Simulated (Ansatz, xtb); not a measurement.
Molecule: sum formula H$_{3}$BPO, charge -1, multiplicity 1. It need not be the lowest isomer of its formula. Whether it binds its extra electron was not tested at this geometry. 
Geometry from a B3LYP-D3(BJ)/def2-TZVP (Ansatz, an electronic-structure program) optimisation:
```
B
O 1 1.4154
H 2 0.9638 1 108.84
H 1 1.2106 2 111.50 3 180.00
P 1 1.8457 4 125.88 2 180.00
H 5 1.4285 1 96.76 4 0.00
```
Charge -1, spin multiplicity 1.

Harmonic wavenumbers from GFN2-xTB (xtb, at its own minimum), cm⁻¹: 318, 394, 570, 739, 748, 830, 942, 1092, 1168, 2445, 2500, 3607.

Task: Give the harmonic wavenumbers at B3LYP-D3(BJ)/def2-TZVP (Ansatz, finite differences of forces, unscaled).

Result: 316, 369, 578, 685, 798, 813, 987, 1129, 1218, 2294, 2466, 3775 cm⁻¹. Zero-point energy 22.1 kcal/mol.

Task: From these and the geometry, give the ideal-gas thermochemistry at 298.15 K and 1 atm (rigid rotor, harmonic oscillator).

Result: Point group Cs, rotational symmetry number 1. Rotational constants 47.27, 5.175, 4.665 GHz. S(trans) 38.24, S(rot) 23.16, S(vib) 3.83, S(elec, spin only) 0.00, S 65.2 cal/(mol K). H(298) - H(0) 3.16 kcal/mol; G - E(el) 5.8 kcal/mol.
